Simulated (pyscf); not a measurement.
H₂C=CH–CH₂⁻ → H₂C=C⁻–CH₃, a hydrogen shift (singlet surface; C–H broken, C–H formed). PySCF, gas phase, ωB97X-D3(BJ)/def2-SVPD geometries. Correlated levels are frozen-core, on RHF or UHF. ΔMP2 is the change of the MP2 total energy from the triple- to the quadruple-zeta basis. Energies in kcal/mol from the reactant's lowest minimum found.

Small-basis levels: PySCF, no dispersion term, spherical d functions. AM1 to PM7: differences of heats of formation from MOPAC. GFN2-xTB: tblite. Cost: rough CPU time at the saddle relative to B3LYP/6-31G*, from one job on a shared machine.

```json
[
 {"level": "HF/STO-3G", "barrier": "…", "reaction energy": "+8.1", "cost": "0.04"},
 {"level": "MP2/6-31G*", "barrier": "62.2", "reaction energy": "+14.6", "cost": "0.10"},
 {"level": "B3LYP/3-21G", "barrier": "64.4", "reaction energy": "+18.0", "cost": "0.6"},
 {"level": "B3LYP/LANL2DZ", "barrier": "…", "reaction energy": "+24.1", "cost": "0.7"},
 {"level": "M06-2X/6-31G*", "barrier": "60.9", "reaction energy": "+16.2", "cost": "2"},
 {"level": "GFN2-xTB", "barrier": "71.0", "reaction energy": "+20.3", "cost": "under 0.02"},
 {"level": "AM1", "barrier": "67.9", "reaction energy": "+25.5", "cost": "under 0.02"},
 {"level": "PM3", "barrier": "58.8", "reaction energy": "+18.7", "cost": "under 0.02"},
 {"level": "PM7", "barrier": "75.6", "reaction energy": "+34.8", "cost": "under 0.02"},
 {"level": "CCSD(T)/def2-TZVPPD + ΔMP2(QZVPPD)", "barrier": "…", "reaction energy": "+14.0", "cost": "–"}
]
```

Question: Some entries are withheld; supply them.

Answer: 
- HF/STO-3G, barrier: 95.6
- B3LYP/LANL2DZ, barrier: 66.0
- CCSD(T)/def2-TZVPPD + ΔMP2(QZVPPD), barrier: 59.8

Against the last row the barrier runs from -1.0 (PM3) to +35.9 kcal/mol (HF/STO-3G); PM3 happens to lie closest here (1.0 kcal/mol apart). CCSD(T)/def2-TZVPPD + ΔMP2(QZVPPD) has limits of its own. One saddle was located; it need not be the lowest between these sides. The CCSD(T) − MP2 part came from Ansatz, without density fitting, on the same reference.
